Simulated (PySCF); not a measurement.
**Correlation energy of Pb⁷⁰⁺ (lead, charge +70)**

[Ne] 3s2, closed-shell 1S. Calculation: PySCF 2.14, in an even-tempered Gaussian basis (16 s from 23 bohr⁻², ratio 2.5; 10 p from 30 bohr⁻², ratio 2.5; 4 d from 110 bohr⁻², ratio 2.7; 4 f from 160 bohr⁻², ratio 2.7); the non-relativistic Hamiltonian (point nucleus). Frozen: 1s2; 10 electrons correlated; the 17 highest virtual orbitals of each spin left out.

```
  level  correlation energy (mhartree)
   CCSD                        -627.46
    (T)                          -1.75
CCSD(T)                        -629.21
```

Diagnostics: T1 = 0.00015, D1 = 0.0005, largest double amplitude 0.086.

A non-relativistic calculation at this Z misses sizeable relativistic shifts.

Cost of the coupled-cluster step: about 4 core-seconds, for 10 correlated electrons.

At this charge a non-relativistic calculation is a model, useful for the Z dependence of the correlation energy.
